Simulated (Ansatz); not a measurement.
One change: `[CH3][Hf]([CH3])([CH3])[F]` becomes `[CH3][Hf]([CH3])([CH3])[CH3]`.

Ansatz, PBE0-D4/def2-TZVP geometries, multiplicity 1. 

Elements past krypton have def2 core potentials.

| property | `[CH3][Hf]([CH3])([CH3])[F]` |
| --- | --- |
| LUMO energy (B3LYP/def2-TZVPP) / eV | -0.78 |
| LUMO energy (ωB97M-V/def2-TZVPP) / eV | 0.99 |
| size of the dipole moment (PBE/def2-TZVPP) / D | 1.16 |
| HOMO energy (ωB97M-V/def2-TZVPP) / eV | -9.91 |
| HOMO energy (PBE/def2-TZVPP) / eV | -6.28 |
| HOMO–LUMO gap (ωB97M-V/def2-TZVPP) / eV | 10.90 |

**Question.** Give the same properties after the change, and the shifts. (An estimate is asked.)

**Answer.** Computed: 
```
                                      property  `[CH3][Hf]([CH3])([CH3])[CH3]`  shift
           LUMO energy (B3LYP/def2-TZVPP) / eV                           -0.54   0.24
         LUMO energy (ωB97M-V/def2-TZVPP) / eV                            1.13   0.14
size of the dipole moment (PBE/def2-TZVPP) / D                            0.00  -1.16
         HOMO energy (ωB97M-V/def2-TZVPP) / eV                           -9.68   0.23
             HOMO energy (PBE/def2-TZVPP) / eV                           -6.05   0.23
       HOMO–LUMO gap (ωB97M-V/def2-TZVPP) / eV                           10.81  -0.09
```

Positive LUMOs are unbound, so they and the gaps depend on the basis.

B3LYP here is the variant with VWN-RPA as its local correlation; programs differ in this.
